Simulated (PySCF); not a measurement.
Stepwise substitution at one centre (Al SiH3-SH). All species are isolated molecules in the gas phase. One relaxed conformer stands for each flexible species; it need not be the lowest. Strings in code marks are SMILES.

All values below come from B3LYP-D3(BJ)/def2-TZVP // PBE0-D3(BJ)/def2-TZVP in PySCF. All candidates: neutral, multiplicity 1. B3LYP has the VWN-RPA correlation part, as in Gaussian. Excitations are Tamm–Dancoff values on a coarser integration grid. The basis has no diffuse functions, so Rydberg states are missing or too high.

- T1 excitation (TDA) = 2.86 eV
- S1 excitation (TDA) = 3.36 eV
- HOMO = -7.12 eV

### Question
Identify which member has these values.
A) `[SH][Al]([SH])[SH]`
B) `[SiH3][Al]([SiH3])[SH]` (Si–Al–S–H torsion 0°)
C) `[SiH3][Al]([SiH3])[SiH3]`
D) `[SiH3][Al]([SH])[SH]` (S–Al–S–H torsion -179°, S–Al–S–H torsion -1°)

### Answer
C, `[SiH3][Al]([SiH3])[SiH3]`. The others give `[SH][Al]([SH])[SH]`: 5.28 eV, 5.53 eV, -7.46 eV; `[SiH3][Al]([SH])[SH]` (S–Al–S–H torsion -179°, S–Al–S–H torsion -1°): 4.42 eV, 5.11 eV, -7.37 eV; `[SiH3][Al]([SiH3])[SH]` (Si–Al–S–H torsion 0°): 3.39 eV, 3.97 eV, -7.18 eV
